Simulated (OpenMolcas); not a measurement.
Cu2+ with its 6 nearest fluoride ions at 2.088 Å, on the Y site of Cs2NaYF6 (a = 9.075 Å, distance in the model lattice 2.178 Å). The rest of the host is ab initio model potentials to 7.6 Å, with orthogonalisation functions on the cations behind the ligands, and point charges beyond; the distance is set by hand and nothing relaxes, and no local charge compensation is placed. Ligand basis ANO-RCC-VDZP.

```json
{
 "Program": "OpenMolcas 26.06",
 "Method": "CASSCF",
 "Basis": "ANO-RCC-VTZP [6s5p3d2f1g]",
 "Scalar Hamiltonian": "DKH2, point nucleus",
 "Active space": "9 electrons in 5 orbitals (3d)",
 "State averaging": "2S+1 = 2 even, 5 roots",
 "Spin-orbit coupling": "RASSI with atomic mean-field integrals over the reference wave functions"
}
```

(1) What is the spin-free ground state (labels of O, the rotations of Oh)?

(2) Where is the first state of the same spin?

(3) What are the lowest two levels with spin-orbit coupling?

(4) What is χT at 300 K, and how does it compare with the textbook value?

(5) Which ligand-field parameters describe the states?

Results:

(1) 2E, 2-fold in its orbital part, 100 % from free-ion D terms; it has the highest spin that d9 allows.

(2) 2T2 at 4510 cm-1 above the ground state.

(3) A 4-fold level Γ8, then a 2-fold level Γ7 3893 cm-1 above it. Their leading multiplicities are 2 (100 %) and 2 (100 %).

(4) The lowest level has 2S+1 = 2, for which the spin-only value is χT = S(S+1) / 2 = 0.375 cm3 K/mol (g = 2). The computed 0.689 at 300 K differs by +0.314, through orbital momentum, spin-orbit coupling and any other state in reach.

(5) The gap between the two states is 10Dq = 4507 cm-1. 

An orbital doublet at a regular site is open to a Jahn-Teller distortion, which this geometry leaves out. Ligand-to-metal charge-transfer states are missing. With metal d orbitals alone and no dynamic correlation 10Dq can be off by a tenth to a fifth, either way, in oxide and fluoride hosts. No measured value stands beside these numbers; the geometry was set by hand and not optimised.
